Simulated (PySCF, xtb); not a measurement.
W(O)2(OH) (HO3W), SMILES [O]=[W+]([OH])=[O], charge +1, multiplicity 1. The values are those of a single conformer.

Harmonic wavenumbers (cm⁻¹) from GFN2-xTB in xtb at its own minimum, in rising order: 132, 163, 224, 458, 476, 608, 664, 695, 3314.

### Question
What does PBE-D3(BJ)/def2-SVP (PySCF 2.14.0) give at its own minimum? (Estimate from the structure and the level; the computed values follow.)

### Answer
202, 267, 289, 385, 600, 813, 992, 1033, 3649. Paired by order, the mean absolute difference is 182 cm⁻¹ and the zero-point energies are 9.6 and 11.8 kcal/mol.
